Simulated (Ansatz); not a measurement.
Consider the formal loss of a carbene: `CBCOC` → `[CH2]` (triplet) + `CBCO`.

Program: Ansatz. Geometries: PBE0-D4/def2-TZVP. ΔE: electronic, gas phase. CCSD(T)/CBS is the MP2 limit (def2-TZVPP, def2-QZVPP) plus CCSD(T) − MP2 in def2-TZVPP, frozen cores. This one scheme is used for every species. Functionals use def2-TZVPP. B3LYP here is the variant with VWN-RPA as its local correlation; programs differ in this. Triplets are unrestricted, without spin–orbit coupling. Each species was taken in one conformer, which may not be the lowest.

CCSD(T)/CBS gives +400.2 kJ/mol.

Another level gave +389.9 kJ/mol. Which?
A. PBE/def2-TZVPP
B. B3LYP/def2-TZVPP
C. r2SCAN-D4/def2-TZVPP
D. B2PLYP/def2-TZVPP

B. B3LYP 389.9, PBE 402.7, B2PLYP 395.5, r2SCAN-D4 381.2 kJ/mol.

Largest T1 diagnostic among the species: 0.011.

In def2-TZVPP, CCSD(T) changes the Hartree–Fock value by +128.5 kJ/mol (the triples alone add +10.9 kJ/mol) and MP2 by +138.2 kJ/mol. The D4 term adds +9.3 kJ/mol with B3LYP and +5.2 kJ/mol with PBE0; it sums over pairs of atoms, weighted by their polarisabilities, and B3LYP, whose exchange is more repulsive, gets the larger term.
